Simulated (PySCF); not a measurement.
## Telling isomers of C6H11ClO2 apart by NMR

[PySCF 2.14.0 with density-fitted response routines: PBE0/pcSseg-1 with gauge-including orbitals; coordinates at the GFN2-xTB level; single conformer; non-relativistic; rapidly exchanging positions averaged; no solvent]

Scale: ¹H and ¹³C vs TMS (reference shieldings calculated alike). Where no couplings were computed, multiplicities follow the n + 1 count of equivalent neighbours, and m marks all less simple cases (inequivalent or close neighbours, rings, F or P nearby). Shifts are as computed. Against solution values, carbons near 30 ppm lie about +3 ppm off and those near 130 ppm about +5 ppm; carbons on Cl a further +6 ppm. Of 1211 compounds with measured shifts, 218 miss one by over three times the rms of a fit or turn the order of signals round; such compounds aren't used in these exercises. Carbons bonded to Cl come out too deshielded.

(1) Tabulate the signals of `COCC(C)(C)C(=O)Cl`, `CC(=O)O[C@@H](C)[C@@H](C)Cl`, `CO[C@@H](C)[C@@H](C)C(=O)Cl` and their relative energies.

(2) What is the quickest way to tell COCC(C)(C)C(=O)Cl from CC(=O)O[C@@H](C)[C@@H](C)Cl?

(3) What is the quickest way to tell CC(=O)O[C@@H](C)[C@@H](C)Cl from CO[C@@H](C)[C@@H](C)C(=O)Cl?

(4) What is the quickest way to tell COCC(C)(C)C(=O)Cl from CO[C@@H](C)[C@@H](C)C(=O)Cl?

Results:

(1) 
```json
{"SMILES": "COCC(C)(C)C(=O)Cl", "carbon types": "2×C 1×CH2 3×CH3", "δC": "191.2, 80.8, 61.4, 54.2, 25.4", "δH": "3.59 (s, 3H), 3.41 (s, 2H), 1.39 (s, 6H)", "E rel. (kcal/mol)": "20.4"}
{"SMILES": "CC(=O)O[C@@H](C)[C@@H](C)Cl", "carbon types": "1×C 2×CH 3×CH3", "δC": "175.3, 75.1, 64.9, 24.0, 23.6, 20.9", "δH": "5.35 (m, 1H), 3.56 (m, 1H), 2.10 (s, 3H), 1.46 (d, 3H), 1.46 (d, 3H)", "E rel. (kcal/mol)": "0.0"}
{"SMILES": "CO[C@@H](C)[C@@H](C)C(=O)Cl", "carbon types": "1×C 2×CH 3×CH3", "δC": "188.9, 81.2, 62.7, 58.9, 19.2, 17.1", "δH": "3.55 (s, 3H), 3.17 (m, 1H), 2.67 (m, 1H), 1.55 (d, 3H), 1.18 (d, 3H)", "E rel. (kcal/mol)": "20.0"}
```

Energies are electronic energies at PBE0/pcSseg-1 on these geometries, without zero-point or thermal terms, each for the one conformer computed, which needn't be the lowest.

(2) Count the carbon signals: 5 against 6. The first has an sp3 CH2 bonded to O at 80.8 ppm, the second an sp3 CH bonded to O at 75.1 ppm. Their most deshielded carbons lie at 191.2 and 175.3 ppm. In the proton spectra the most deshielded non-exchanging signals are 3.59 (s, 3H) and 5.35 (m, 1H).

(3) Both give the same number of carbon signals, with the same numbers of each carbon type, so the positions decide. The first has an ester carbonyl carbon (C) at 175.3 ppm, the second a methyl carbon bonded to O (CH3) at 58.9 ppm. Their most deshielded carbons lie at 175.3 and 188.9 ppm. In the proton spectra the most deshielded non-exchanging signals are 5.35 (m, 1H) and 3.55 (s, 3H).

(4) Count the carbon signals: 5 against 6. The first has an sp3 CH2 bonded to O at 80.8 ppm, the second an sp3 CH bonded to O at 81.2 ppm. Their most deshielded carbons lie at 191.2 and 188.9 ppm.
